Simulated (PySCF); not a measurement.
arsenic trifluoride (AsF$_{3}$), singlet, at a GFN2-xTB geometry; CAMB3LYP/pcseg-1 (PySCF).

The PySCF input:
```python
from pyscf import gto, scf, dft

mol = gto.M(
    atom='''
F    -0.843028   -1.170729   -0.507699
As    0.013194   -0.005516    0.423912
F     1.416347   -0.120513   -0.564356
F    -0.621699    1.311469   -0.482288
''',
    basis='pcseg-1',
    charge=0,
    spin=0,
    verbose=4,
)

mf = dft.RKS(mol)
mf.xc = 'camb3lyp'
mf.kernel()
```

Predict the main parts of the log of this PySCF run.


```
PySCF version 2.14.0

[INPUT] verbose = 4
[INPUT] num. atoms = 4
[INPUT] num. electrons = 60
[INPUT] charge = 0
[INPUT] spin (= nelec alpha-beta = 2S) = 0
[INPUT] symmetry False subgroup None
[INPUT] Mole.unit = angstrom
[INPUT] Symbol           X                Y                Z      unit          X                Y                Z       unit  Magmom
[INPUT]  1 F     -0.843028000000  -1.170729000000  -0.507699000000 AA   -1.593092035340  -2.212357176086  -0.959412063716 Bohr   0.0
[INPUT]  2 As     0.013194000000  -0.005516000000   0.423912000000 AA    0.024933046488  -0.010423729303   0.801077580917 Bohr   0.0
[INPUT]  3 F      1.416347000000  -0.120513000000  -0.564356000000 AA    2.676507927349  -0.227736564450  -1.066478276755 Bohr   0.0
[INPUT]  4 F     -0.621699000000   1.311469000000  -0.482288000000 AA   -1.174840841916   2.478317230857  -0.911392233164 Bohr   0.0

nuclear repulsion = 325.708020808172
number of shells = 12
number of NR pGTOs = 157
number of NR cGTOs = 69
basis = pcseg-1
ecp = {}

******** <class 'pyscf.dft.rks.RKS'> ********
method = RKS
initial guess = minao
damping factor = 0
level_shift factor = 0
DIIS = <class 'pyscf.scf.diis.CDIIS'>
diis_start_cycle = 1
diis_space = 8
diis_damp = 0
SCF conv_tol = 1e-09
SCF conv_tol_grad = None
SCF max_cycles = 50
direct_scf = True
direct_scf_tol = 1e-13
XC library pyscf.dft.libxc version 7.1.2
    S. Lehtola, C. Steigemann, M. J. T. Oliveira, and M. A. L. Marques,  SoftwareX 7, 1–5 (2018)
XC functionals = camb3lyp
    T. Yanai, D. P. Tew, and N. C. Handy,  Chem. Phys. Lett. 393, 51 (2004)
radial grids:
    Treutler-Ahlrichs [JCP 102, 346 (1995); DOI:10.1063/1.469408] (M4) radial grids

becke partition: Becke, JCP 88, 2547 (1988); DOI:10.1063/1.454033
pruning grids: <function nwchem_prune>
grids dens level: 3
symmetrized grids: False
atomic radii adjust function: <function treutler_atomic_radii_adjust>
small_rho_cutoff = 0
Set gradient conv threshold to 3.16228e-05
Initial guess from minao.
tot grids = 63216
init E= -2534.61436924281
  HOMO = -0.373215119767921  LUMO = -0.0387519762277507  gap/eV = 9.10121
cycle= 1 E= -2535.08002561334  delta_E= -0.466  |g|= 0.842  |ddm|= 2.23
  HOMO = -0.379178929270791  LUMO = -0.0347254404505323  gap/eV = 9.37306
cycle= 2 E= -2534.97187334835  delta_E= 0.108  |g|= 1.22  |ddm|= 1.44
  HOMO = -0.432969570747139  LUMO = -0.014804453465135  gap/eV = 11.37885
cycle= 3 E= -2535.21564677976  delta_E= -0.244  |g|= 0.0374  |ddm|= 0.739
  HOMO = -0.423767198229742  LUMO = -0.00343757783798117  gap/eV = 11.43775
cycle= 4 E= -2535.21593698503  delta_E= -0.00029  |g|= 0.00842  |ddm|= 0.061
  HOMO = -0.424850065803177  LUMO = -0.0037932323825101  gap/eV = 11.45754
cycle= 5 E= -2535.21595781277  delta_E= -2.08e-05  |g|= 0.00103  |ddm|= 0.013
  HOMO = -0.424749538468201  LUMO = -0.00375864181110367  gap/eV = 11.45575
cycle= 6 E= -2535.2159587495  delta_E= -9.37e-07  |g|= 0.000293  |ddm|= 0.00399
  HOMO = -0.424793158336114  LUMO = -0.00381389659091033  gap/eV = 11.45543
cycle= 7 E= -2535.21595879501  delta_E= -4.55e-08  |g|= 3.7e-05  |ddm|= 0.000753
  HOMO = -0.424787772934831  LUMO = -0.00380783455199369  gap/eV = 11.45545
cycle= 8 E= -2535.21595879586  delta_E= -8.59e-10  |g|= 8.36e-06  |ddm|= 9.47e-05
  HOMO = -0.424786450509104  LUMO = -0.00380651006225049  gap/eV = 11.45545
Extra cycle  E= -2535.21595879591  delta_E= -4.5e-11  |g|= 1.05e-05  |ddm|= 1.62e-05
converged SCF energy = -2535.21595879591
```
